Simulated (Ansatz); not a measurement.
Al(OH)3 anion (AlH₃O₃), SMILES [OH][Al]([OH])[OH] (connectivity only; charge and spin as stated), charge -1, multiplicity 2.

The structure is a stationary point at PBE0-D3(BJ)/def2-SVPD. The multiplicity is an assumed one; other spin states were not compared. The isomer is the one that the SMILES or the coordinates give; other isomers of the formula were not compared. Other conformers were not sampled.

Two levels are set side by side: PBE/def2-SVPD (Ansatz, an electronic-structure program) and CAM-B3LYP/def2-SVPD (Ansatz). Energy differences of separate SCF runs at the same geometry; the states with an electron removed or added have multiplicity 1. Differences are taken from unrounded values.

| quantity | PBE |
|---|---|
| vertical ionisation energy (eV) | 1.13 |

**Question.** These are the PBE values. What does CAM-B3LYP give? (Estimate from the structure and the level; the computed values follow.)

**Answer.** 
```tsv
quantity	CAM-B3LYP	PBE minus CAM-B3LYP
vertical ionisation energy (eV)	1.23	-0.09
```
